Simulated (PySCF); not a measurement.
# Si: excitation energy

Si [Ne] 3s2 3p2 (3P) → Si [Ne] 3s1 3p3 (5S), as a difference of total energies. Calculation: PySCF 2.14, in aug-cc-pV(T+d)Z with one added diffuse shell each of s, p, d, f type (7s6p5d3f, 71 functions); the non-relativistic Hamiltonian (point nucleus). Correlated levels: valence: [Ne] frozen. The calculations carry no spin-orbit coupling.

```json
{"method": "UHF", "excitation energy (cm⁻¹)": "21140"}
{"method": "MP2 (valence)", "excitation energy (cm⁻¹)": "28827"}
{"method": "SCS-MP2 (valence)", "excitation energy (cm⁻¹)": "32604"}
{"method": "CCSD (valence)", "excitation energy (cm⁻¹)": "30953"}
{"method": "CCSD(T) (valence)", "excitation energy (cm⁻¹)": "31399"}
```

A first-order spin-orbit estimate (lowest level to lowest level, LS coupling) adds 0.016 eV.
